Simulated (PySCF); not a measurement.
Input of a run (PBE0-D3(BJ)/def2-SVP geometry optimisation, gas phase (PySCF 2.14.0)), started from GFN2-xTB:
```
{"job": {"xc": "PBE0", "basis": "def2-SVP", "d3": "d3bj", "grid": 1, "maxiter": 30, "shake": 0.01, "kind": "geom"}, "charge": 0, "multiplicity": 1}
C     -1.940240    -0.251930    -0.188360
C     -0.663490     0.260350     0.424910
C      0.533660    -0.228310    -0.373380
C      1.879790     0.269980     0.252280
Br     3.395200    -0.365860    -0.768150
H     -1.993210    -1.308810    -0.211440
H     -2.048530     0.132650    -1.213820
H     -2.797400     0.136000     0.375430
H     -0.589290    -0.085860     1.477130
H     -0.658450     1.354790     0.463330
H      0.546010    -1.321300    -0.381130
H      0.490350     0.130820    -1.388890
H      1.877690     1.365830     0.246560
H      1.960770    -0.103430     1.277770
```

Output (energies in Eh, forces in Eh/bohr):
```
step   0  E = -2731.09393519  max force = 0.037781
step   1  E = -2731.09746378  max force = 0.008212
step   2  E = -2731.09845116  max force = 0.002903
step   3  E = -2731.09857555  max force = 0.000764
step   4  E = -2731.09858720  max force = 0.000317
optimisation converged
```

Task: Summarise the run.

Result: The energy falls by 2.9 kcal/mol over 5 energy and gradient evaluations, the largest force component goes from 0.0378 to 3.2e-04 Eh/bohr, and the atoms move by 0.034 Å rms after alignment. The bond that changes most is C3–C4 (chain CH2 carbon to sp3 C–Br carbon), which shortens by 0.053 Å. Bonds longer at the end by more than 0.005 Å: 7 of 13; shorter: 2. Among the angles that change most is C3–C4–H13, from 108.3° to 112.0°. The energy never rose by more than 1e-6 Eh on the way. The first step brought 76 % of the lowering.

Task: What are the final bond lengths?

Result: C1–C2 1.520 Å, C2–C3 1.525 Å, C3–C4 1.513 Å, C4–Br5 1.946 Å, C1–H6 1.101 Å, C1–H7 1.102 Å, C1–H8 1.100 Å, C2–H9 1.104 Å, C2–H10 1.104 Å, C3–H11 1.103 Å, C3–H12 1.103 Å, C4–H13 1.098 Å, C4–H14 1.099 Å. Numbering counts from 1 in the input's order; the species is `CCCCBr`.

The run used 133 basis functions and 33 SCF cycles in all. The run took 37 s wall on an Arm Neoverse V1 with one thread, no GPU, shared host, and the process peaked at 0.56 GiB of memory.

Whether it is a minimum is left open (no frequencies). One conformer, not necessarily the lowest.

Conformer computed: `[CH3:1][CH2:2][CH2:3][CH2:4][Br:5]`: C1–C2–C3–C4 179°, C2–C3–C4–Br5 179°.
